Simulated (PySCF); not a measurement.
Compound: bis(5-chloropentyl)phosphine oxide, C10H21Cl2OP.
SMILES with atom numbers: `[O:1]=[PH:2]([CH2:3][CH2:4][CH2:5][CH2:6][CH2:7][Cl:8])[CH2:9][CH2:10][CH2:11][CH2:12][CH2:13][Cl:14]` (hydrogens: H15 on P2; H16, H17 on C3; H18, H19 on C4; H20, H21 on C5; H22, H23 on C6; H24, H25 on C7; H26, H27 on C9; H28, H29 on C10; H30, H31 on C11; H32, H33 on C12; H34, H35 on C13)

Computed by this run: PBE0-D3(BJ)/def2-SVP geometry optimisation, gas phase in PySCF 2.14.0; density fitting, grid level 1; the optimiser is geomeTRIC in internal coordinates, started from a GFN2-xTB structure.

Geometry at step 0:
```
atom  x, y, z in Å
O1     -0.4157   -3.1331    1.1899
P2      0.0603   -2.0783    0.2918
C3      1.5905   -1.2574    0.8757
C4      2.2171   -0.2923   -0.1203
C5      3.4652    0.3744    0.4537
C6      4.1109    1.3257   -0.5522
C7      5.2951    2.0737    0.0361
Cl8     4.7679    3.1877    1.3305
C9     -1.1872   -0.7810   -0.0512
C10    -2.4686   -1.4761   -0.4992
C11    -3.5993   -0.5091   -0.8466
C12    -4.1548    0.2196    0.3760
C13    -5.3226    1.1260    0.0258
Cl14   -4.7974    2.4701   -1.0284
H15     0.3972   -2.5394   -0.9848
H16     1.3278   -0.7508    1.8106
H17     2.2838   -2.0643    1.1333
H18     2.4795   -0.8347   -1.0315
H19     1.4943    0.4799   -0.3893
H20     3.1946    0.9351    1.3501
H21     4.1876   -0.3915    0.7445
H22     4.4667    0.7609   -1.4175
H23     3.3695    2.0463   -0.9030
H24     6.0135    1.3899    0.4880
H25     5.7910    2.6878   -0.7154
H26    -0.8320   -0.0894   -0.8147
H27    -1.3401   -0.2336    0.8827
H28    -2.2387   -2.0869   -1.3774
H29    -2.7902   -2.1563    0.2925
H30    -4.4089   -1.0730   -1.3157
H31    -3.2427    0.2257   -1.5711
H32    -4.5063   -0.5128    1.1067
H33    -3.3727    0.8175    0.8455
H34    -6.0972    0.5867   -0.5194
H35    -5.7493    1.5855    0.9171
```

Task: Give the atomic forces at this geometry.

Result: 
```csv
atom,Fx (eV/Å),Fy (eV/Å),Fz (eV/Å)
O1,-0.829,-1.514,1.396
P2,0.695,1.647,-0.268
C3,-0.407,0.098,-0.587
C4,0.347,-0.147,0.768
C5,-0.337,0.183,-0.895
C6,0.298,-0.159,0.827
C7,-0.556,0.033,-0.122
Cl8,0.019,0.135,0.136
C9,0.078,-0.756,0.045
C10,-0.125,0.583,-0.092
C11,0.303,-0.194,0.704
C12,-0.313,0.048,-0.841
C13,0.567,-0.022,0.120
Cl14,-0.007,0.177,-0.126
H15,0.242,-0.056,-0.783
H16,-0.060,0.089,0.245
H17,0.116,-0.229,0.094
H18,0.041,-0.114,-0.389
H19,-0.229,0.283,-0.196
H20,-0.029,0.146,0.329
H21,0.245,-0.253,0.177
H22,0.094,-0.160,-0.343
H23,-0.196,0.250,-0.195
H24,0.269,-0.182,0.065
H25,0.204,0.127,-0.175
H26,0.196,0.325,-0.256
H27,0.022,0.210,0.242
H28,-0.014,-0.235,-0.233
H29,-0.049,-0.300,0.172
H30,-0.270,-0.141,-0.217
H31,0.018,0.226,-0.290
H32,-0.092,-0.233,0.305
H33,0.221,0.195,0.259
H34,-0.270,-0.150,-0.092
H35,-0.194,0.091,0.214
```

The largest, 2.22 eV/Å, acts on O1; the rms over all components is 0.409 eV/Å. The forces sum to zero within rounding, as they must for an isolated molecule in no field.

Task: Give the force on O1 in Eh/bohr and in nN.

Result: 2.220 eV/Å ÷ 51.422 = 0.04318 Eh/bohr, and 2.220 eV/Å × 1.602 = 3.56 nN.

Task: How far is this geometry from the end of the optimisation?

Result: 0.149 eV above it, and 0.129 Å rms away after alignment. The bonds farthest from their final lengths, with half the difference of the two atoms' forces along the bond (positive lengthens):

```json
{"bond": "P2–H15", "now (Å)": "1.399", "final (Å)": "1.434", "force along bond (eV/Å)": "+0.46"}
{"bond": "O1=P2", "now (Å)": "1.465", "final (Å)": "1.497", "force along bond (eV/Å)": "+1.90"}
{"bond": "C9–H26", "now (Å)": "1.090", "final (Å)": "1.103", "force along bond (eV/Å)": "+0.47"}
{"bond": "C4–H18", "now (Å)": "1.092", "final (Å)": "1.105", "force along bond (eV/Å)": "+0.44"}
{"bond": "C5–H21", "now (Å)": "1.092", "final (Å)": "1.105", "force along bond (eV/Å)": "+0.49"}
{"bond": "C4–H19", "now (Å)": "1.091", "final (Å)": "1.104", "force along bond (eV/Å)": "+0.46"}
```

The angle farthest from its final value is P2–C9–C10, 107.7° against 110.9°.

Of the 6 listed bonds off by 0.010 Å or more, this force points towards the final length in 6.

What follows is the cost of the whole optimisation. Time: 6.0 min wall; peak memory 1.9 GiB. Hardware: one thread of an AMD EPYC 9R45, shared host with 96 logical CPUs at a one-minute load of 56.
